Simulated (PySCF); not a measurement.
Correlation energy of Ne²⁺ (neon, charge +2)

[He] 2s2 2p4, high-spin 3P determinant. All numbers are calculated (PySCF 2.14, scalar relativity by spin-free X2C-1e, in dyall-acv3z). Frozen: 1s2; 6 electrons correlated; the 19 highest virtual orbitals of each spin left out.

```
  level  correlation energy (mhartree)
   CCSD                        -166.90
    (T)                          -1.72
CCSD(T)                        -168.62
```

Diagnostics: T1 = 0.0028, D1 = 0.0064, largest double amplitude 0.021.

Cost of the coupled-cluster step: of the order of 4 core-seconds, for 6 correlated electrons.
